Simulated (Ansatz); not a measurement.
Predict a relaxed structure of the cluster ReSe2⁺ (the lowest singlet isomer of a short search), charge 1, singlet, at r2SCAN-D4/def2-TZVP (Ansatz).


Cartesian coordinates in Å:
```
Re -0.196 -0.723 0.453
Se 0.693 1.107 1.220
Se -0.497 -0.385 -1.673
```
Point group C2v (tolerance 0.1 Å). The metal has 2 neighbours: Se 2.17 Å, Se 2.17 Å. This is one stationary point.

In the def2 sets Re takes a core potential; there is no spin–orbit coupling. The restricted singlet is unstable: a solution with broken spin symmetry lies lower. At r2SCAN-D4/def2-TZVP a triplet of charge 1 lies 0.61 eV below the restricted singlet, each at its own geometry. The structure comes from a short search, and lower isomers may exist.
